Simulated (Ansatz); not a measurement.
Caution, from a PySCF single point (PBE0-D3(BJ)/def2-TZVPD) at this geometry: the highest occupied level lies above zero, so the state may not be bound. This singlet lies 1.08 eV below the relaxed triplet at the level frozen-core CCSD(T)/aug-cc-pVDZ // PBE0-D3(BJ)/def2-TZVPD (Ansatz, a quantum-chemistry and plane-wave program).

Species: CH3AlNO, SMILES `[NH2][Al-][CH]=O` (lower singlet) (charge -1, multiplicity 1).

**Question.** Give a relaxed geometry from PBE0-D3(BJ)/def2-TZVPD in Ansatz.

**Answer.** This is not unique; one that fits is the end point of this relaxation, one of several conformers (outside a Z-matrix the atoms follow the SMILES, hydrogens last).
Bond lengths (Å): N1–Al2 1.842, N1–H5 1.009, N1–H6 1.011, Al2–C3 2.093, C3–O4 1.223, C3–H7 1.155. Angles (°): Al2–N1–H5 122.9, Al2–N1–H6 127.5, H5–N1–H6 109.5, N1–Al2–C3 95.7, Al2–C3–O4 130.8, Al2–C3–H7 114.7, O4–C3–H7 114.2.
